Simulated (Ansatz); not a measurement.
The cluster ZnSi6⁻, relaxed as a doublet with UKS PBE-D4/def2-SVPD in Ansatz, starting from the GFN1-xTB geometry. Force threshold 0.02 eV/Å.

The structure comes from a short search, and lower isomers may exist.

Start:

```xyz
7

Zn    0.928    3.087   -0.142
Si    1.664    0.561   -0.422
Si   -0.691   -2.218    1.324
Si   -0.715    1.048   -0.982
Si   -0.108    0.098    1.261
Si    0.662   -1.570   -0.535
Si   -1.739   -1.006   -0.504
```

Estimate the energy that the relaxation releases and the steps that it takes.

34.5 kJ/mol, in 19 steps; 84 s on 4 threads of Arm Neoverse V1 on a shared host. No frequencies were taken in this run, so the end may be a saddle point.

Does the start keep its bonding?

Bonds formed: Si4–Si6 (atoms count from 1).

Predict the relaxed structure.


```csv
atom,x (Å),y (Å),z (Å)
Zn1,1.147,3.247,-0.475
Si2,1.721,0.604,0.091
Si3,-0.461,-2.397,1.156
Si4,-0.724,0.883,-1.048
Si5,-0.259,0.003,1.307
Si6,0.533,-1.317,-0.746
Si7,-1.956,-1.024,-0.287
```
Bond lengths: 11 × Si–Si 2.39 to 2.57 Å; 1 × Si–Zn 2.76 Å.
